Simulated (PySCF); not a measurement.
C6H10ClFSi.
Z-matrix (Å and degrees, GFN2-xTB geometry), rows numbered from 1:
```
F 
C   1  1.3866
C   2  1.5218  1  109.19
Si  3  1.9031  2  110.27  1  -179.07
C   4  1.9015  3  103.51  2    43.66
C   5  1.5347  4  110.37  3   -43.49
C   6  1.4992  5  110.87  4    56.48
C   7  1.3256  2  120.18  1    16.74
Cl  8  1.7218  7  123.69  2   178.19
H   2  1.0986  1  105.18  3   118.79
H   3  1.0898  2  108.81  1    57.51
H   3  1.0909  2  107.84  1   -58.24
H   4  1.4634  3  110.28  2   163.98
H   4  1.4693  3  109.44  2   -73.75
H   5  1.0911  4  110.33  3    76.50
H   5  1.0895  4  111.83  3  -164.99
H   6  1.0930  5  109.37  4   -63.91
H   6  1.0910  5  109.98  4   177.48
H   8  1.0785  7  123.03  2    -2.75
```

NICS = −σ at a ghost point: NICS(0) at the centroid of the ring atoms, NICS(1) 1 Å to either side along the normal of their mean plane, zz for the tensor component along that normal. Level: GIAO PBE0/pcSseg-1 (PySCF, non-relativistic, gas phase) on the GFN2-xTB geometry, one conformer.

Ring bond lengths (Å), with Mayer bond orders in brackets: C2–C3 1.522 (1.01), C3–Si4 1.903 (0.89), Si4–C5 1.901 (0.91), C5–C6 1.535 (1.02), C6–C7 1.499 (1.03), C7–C2 1.506 (0.99).

Task: Give the NICS values of each ring in ppm.

Result: 
```
              ring                                              type  NICS(0)  NICS(1), two faces  NICS(1)zz, two faces  rms pucker (Å)  centre to ring atoms, mean (Å)
C2–C3–Si4–C5–C6–C7  6-membered ring with Si; formal bonds all single     -3.6         -2.2 / -3.6             2.9 / 3.1            0.25                            1.58
```

Task: What do they say, and how far can they be read as aromaticity?

Result: 
- C2–C3–Si4–C5–C6–C7: mean NICS(1)zz 3.0 ppm, deshielded. C2, C3, Si4, C5, C6 have four or more neighbours; no verdict on aromaticity is drawn.

Task: How shielded are the nuclei of the rings and their hydrogens (means over atoms taken as equivalent)?

Result: 
```tsv
atoms	environment	σ isotropic (ppm)	principal values of the symmetric part, first atom (ppm)
C2	sp3 C–F carbon	90.2	57.9, 75.3, 137.5
C3	sp3 carbon bound to silicon	162.7	146.6, 155.4, 186.2
Si4	SiH2 silicon	394.6	366.5, 389.2, 428.0
C5	sp3 carbon bound to silicon	176.0	161.0, 178.6, 188.3
C6	allylic carbon	157.7	143.0, 163.2, 166.8
C7	fully substituted alkene carbon	35.1	-77.3, 36.5, 146.0
H10	methine hydrogen	26.43	22.7, 28.2, 28.4
H11	methylene hydrogen	30.06	25.4, 28.0, 36.8
H12	methylene hydrogen	30.55	27.5, 29.1, 35.0
H13	Si–H hydrogen	27.48	24.1, 24.7, 33.6
H14	Si–H hydrogen	27.53	24.1, 25.4, 33.0
H15	methylene hydrogen	30.90	26.1, 30.1, 36.4
H16	methylene hydrogen	30.84	25.8, 28.0, 38.7
H17	methylene hydrogen	29.93	26.8, 27.5, 35.5
```

The list is cut; further classes of hydrogen are left out.
